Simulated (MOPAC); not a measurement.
Input file for MOPAC: PM7 on CH7GeN (SMILES [CH3][GeH2][NH2]), a point of a torsion scan.

```
PM7 1SCF PRECISE CHARGE=0 THREADS=1
CH7GeN

C      1.28330949 1     0.49302966 1    -0.00302880 1
Ge    -0.17117843 1    -0.82056626 1    -0.08101658 1
N     -1.72695645 1     0.09712943 1     0.11183673 1
H      2.25614192 1     0.01026680 1    -0.00965688 1
H      1.23864919 1     1.17008227 1    -0.85281535 1
H      1.20091696 1     1.08434679 1     0.90491547 1
H     -0.15945812 1    -1.79153941 1     1.06458439 1
H     -0.09909432 1    -1.64170786 1    -1.35747798 1
H     -2.58132308 1    -0.44106857 1     0.09396262 1
H     -1.84852368 1     0.89788375 1    -0.49227601 1
```

It printed:

```
*******************************************************************************
 **                                                                           **
 **                              MOPAC v23.2.5                                **
 **                                                                           **
 *******************************************************************************
 ** MOPAC's Digital Object Identifier: https://doi.org/10.5281/zenodo.6511958 **
 **                                                                           **
 ** Please cite the open-source release paper for use of this MOPAC version:  **
 ** J. E. Moussa and J. J. P. Stewart (2026)                                  **
 ** MOPAC: An open-source semiempirical molecular orbital program             **
 ** J. Open Source Softw., 11(119), 8025, https://doi.org/10.21105/joss.08025 **
 *******************************************************************************

                              PM7 CALCULATION RESULTS

 *******************************************************************************
 *  PM7        - The PM7 Hamiltonian to be used
 *
 *
 *
 *                 CHARGE ON SYSTEM = 0
 *
 *
 *
 *  PRECISE    - TIGHTER CRITERIA TO BE USED
 *  1SCF       - DO 1 SCF AND THEN STOP
 *  THREADS=1  - MULTI-THREADING NOT USED
 *  T=         - A TIME OF 172800.0 SECONDS REQUESTED
 *  DUMP=N     - RESTART FILE WRITTEN EVERY 7200.0 SECONDS REQUESTED
 *******************************************************************************
PM7 1SCF PRECISE CHARGE=0 THREADS=1
 CH7GeN

   ATOM   CHEMICAL          X               Y               Z
  NUMBER   SYMBOL      (ANGSTROMS)     (ANGSTROMS)     (ANGSTROMS)

     1       C          1.28330949  *   0.49302966  *  -0.00302880  *
     2      Ge         -0.17117843  *  -0.82056626  *  -0.08101658  *
     3       N         -1.72695645  *   0.09712943  *   0.11183673  *
     4       H          2.25614192  *   0.01026680  *  -0.00965688  *
     5       H          1.23864919  *   1.17008227  *  -0.85281535  *
     6       H          1.20091696  *   1.08434679  *   0.90491547  *
     7       H         -0.15945812  *  -1.79153941  *   1.06458439  *
     8       H         -0.09909432  *  -1.64170786  *  -1.35747798  *
     9       H         -2.58132308  *  -0.44106857  *   0.09396262  *
    10       H         -1.84852368  *   0.89788375  *  -0.49227601  *



          CARTESIAN COORDINATES

    NO.       ATOM           X           Y           Z

     1         C          1.2833      0.4930     -0.0030
     2        Ge         -0.1712     -0.8206     -0.0810
     3         N         -1.7270      0.0971      0.1118
     4         H          2.2561      0.0103     -0.0097
     5         H          1.2386      1.1701     -0.8528
     6         H          1.2009      1.0843      0.9049
     7         H         -0.1595     -1.7915      1.0646
     8         H         -0.0991     -1.6417     -1.3575
     9         H         -2.5813     -0.4411      0.0940
    10         H         -1.8485      0.8979     -0.4923

 General Reference for PM7:
 "Optimization of Parameters for Semiempirical Methods VI: More Modifications to the
 NDDO Approximations and Re-optimization of Parameters", J. J. P. Stewart, J. Mol. Mod., 1:32, 19 (2013)
 https://link.springer.com/article/10.1007/s00894-012-1667-x

           Empirical Formula: C H7 N Ge  =    10 atoms



      MOLECULAR POINT GROUP   :   C1


      RHF CALCULATION, NO. OF DOUBLY OCCUPIED LEVELS = 10


 -------------------------------------------------------------------------------
 PM7 1SCF PRECISE CHARGE=0 THREADS=1
 CH7GeN



     1SCF WAS SPECIFIED, SO BFGS WAS NOT USED
     SCF FIELD WAS ACHIEVED


                              PM7 CALCULATION
                                                       MOPAC v23.2.5 Linux




          FINAL HEAT OF FORMATION =         11.26259 KCAL/MOL =      47.12267 KJ/MOL


          COSMO AREA              =        108.86 SQUARE ANGSTROMS
          COSMO VOLUME            =         96.68 CUBIC ANGSTROMS

          IONIZATION POTENTIAL    =          8.987370 EV
          HOMO LUMO ENERGIES (EV) =         -8.987 -0.258
          NO. OF FILLED LEVELS    =         10
          MOLECULAR WEIGHT        =        105.6630         POINT GROUP:  C1

          MOLECULAR DIMENSIONS (Angstroms)

            Atom       Atom       Distance
            H     9    H     4     4.85958
            H     6    H     8     3.46305
            H     7    H     5     3.27704


          SCF CALCULATIONS        =          1





   ATOM   CHEMICAL          X               Y               Z
  NUMBER   SYMBOL      (ANGSTROMS)     (ANGSTROMS)     (ANGSTROMS)

     1       C          1.28330949  *   0.49302966  *  -0.00302880  *
     2      Ge         -0.17117843  *  -0.82056626  *  -0.08101658  *
     3       N         -1.72695645  *   0.09712943  *   0.11183673  *
     4       H          2.25614192  *   0.01026680  *  -0.00965688  *
     5       H          1.23864919  *   1.17008227  *  -0.85281535  *
     6       H          1.20091696  *   1.08434679  *   0.90491547  *
     7       H         -0.15945812  *  -1.79153941  *   1.06458439  *
     8       H         -0.09909432  *  -1.64170786  *  -1.35747798  *
     9       H         -2.58132308  *  -0.44106857  *   0.09396262  *
    10       H         -1.84852368  *   0.89788375  *  -0.49227601  *

                             CARTESIAN COORDINATES

   1    C        1.283309490     0.493029660    -0.003028800
   2   Ge       -0.171178430    -0.820566260    -0.081016580
   3    N       -1.726956450     0.097129430     0.111836730
   4    H        2.256141920     0.010266800    -0.009656880
   5    H        1.238649190     1.170082270    -0.852815350
   6    H        1.200916960     1.084346790     0.904915470
   7    H       -0.159458120    -1.791539410     1.064584390
   8    H       -0.099094320    -1.641707860    -1.357477980
   9    H       -2.581323080    -0.441068570     0.093962620
  10    H       -1.848523680     0.897883750    -0.492276010


           Empirical Formula: C H7 N Ge  =    10 atoms



      MOLECULAR POINT GROUP   :   C1


                  EIGENVALUES
 -34.14058 -24.40412 -17.64261 -15.98025 -14.35470 -14.08121 -12.76955 -11.49748
 -10.98171  -8.98737  -0.25794   0.68818   1.52774   3.82598   5.75116   5.87118
   6.25750   7.06355   7.26609


              NET ATOMIC CHARGES AND DIPOLE CONTRIBUTIONS

  ATOM NO.   TYPE          CHARGE      No. of ELECS.   s-Pop       p-Pop
    1          C          -0.540419        4.5404     1.04229     3.49813
    2         Ge           0.085087        3.9149     1.01776     2.89715
    3          N          -0.797138        5.7971     1.62297     4.17417
    4          H           0.162023        0.8380     0.83798
    5          H           0.166580        0.8334     0.83342
    6          H           0.177261        0.8227     0.82274
    7          H           0.135525        0.8645     0.86447
    8          H           0.084547        0.9155     0.91545
    9          H           0.264078        0.7359     0.73592
   10          H           0.262456        0.7375     0.73754
 DIPOLE           X         Y         Z       TOTAL
 POINT-CHG.     1.232    -1.380    -0.733     1.990
 HYBRID        -0.647     0.213    -0.763     1.023
 SUM            0.585    -1.167    -1.495     1.985


          ATOMIC ORBITAL ELECTRON POPULATIONS

     Atom    s        px        py        pz
    1  C   1.04229   1.13267   1.15469   1.21077
    2 Ge   1.01776   0.79878   0.96345   1.13492
    3  N   1.62297   1.20329   1.28267   1.68822
    4  H   0.83798
    5  H   0.83342
    6  H   0.82274
    7  H   0.86447
    8  H   0.91545
    9  H   0.73592
   10  H   0.73754

 **********************
 *                    *
 * JOB ENDED NORMALLY *
 *                    *
 **********************




 == MOPAC DONE ==
```

The run finished.

Cost: roughly 0.03 core-seconds.
